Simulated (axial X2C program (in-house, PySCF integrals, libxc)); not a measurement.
# Working with the constants of SnF⁺

A bond curve at the CCSD(T) level, two-component, was computed with an in-house relativistic program for diatomic molecules (basis Sn dyall-cv3z [11s12p9d4f1g], F dyall-av3z [7s6p3d2f] (cores contracted in-house)) for the state Ω = 0 (closed shell). Its fit gives Re = 1.8846 Å, ωe = 688.0 cm⁻¹, ωexe = 2.62 cm⁻¹ and αe = 1.639e-03 cm⁻¹; the masses are 119.9022 and 18.9984 u. Two-component means X2C with spin–orbit coupling and atomic mean-field Coulomb and Gaunt terms.

Correlated methods: 10 electrons correlated (number of frozen shells: Sn 4 s, 3 p, 2 d; F 1 s), 258 virtual spin orbitals or spinors in MP2, 90 natural virtuals in coupled cluster.

(1) Find the reduced mass, Be and the force constant.

(2) A Morse curve ties αe to the other constants (Pekeris). How well does that hold?

(3) Where do the fundamental and the first overtone lie?

(4) Give B0, the J = 1←0 line in GHz and the most populated J at 300 K (kT = 208.5 cm⁻¹).

(5) Estimate the centrifugal constant by the Kratzer relation.

One determinant describes the state; a PBE0 search over occupations chose it and may have missed a lower one. Coupled cluster ran in a truncated set of natural virtual spinors; the MP2 energy of the rest was added. (T) has no such correction and the atoms are truncated less, which lowers De at CCSD(T) by a hundredth of an eV or more. With the outer-core shells frozen, correlated bond lengths of heavy atoms tend to come out a few hundredths of an ångström too long.

Answers

(1) From the CCSD(T) values: μ = 16.3999 u. Be = 16.8576/(μ Re²) = 0.2894 cm⁻¹. k = 5.8918×10⁻⁷ μ ωe² = 4.57 mdyn/Å.

(2) αe(Morse) = 6Be²/ωe × (√(ωexe/Be) − 1) = 1.467e-03 cm⁻¹; the CCSD(T) curve gives 1.639e-03 cm⁻¹, a ratio of 0.90.

(3) ν(1←0) = ωe − 2ωexe = 682.8 cm⁻¹; ν(2←0) = 2ωe − 6ωexe = 1360.3 cm⁻¹.

(4) B0 = Be − αe/2 = 0.2886 cm⁻¹; 2B0 = 17.3 GHz; J(max) ≈ √(kT/2B0) − 1/2 = 18.5, so J = 19.

(5) D = 4Be³/ωe² = 2.05e-07 cm⁻¹.
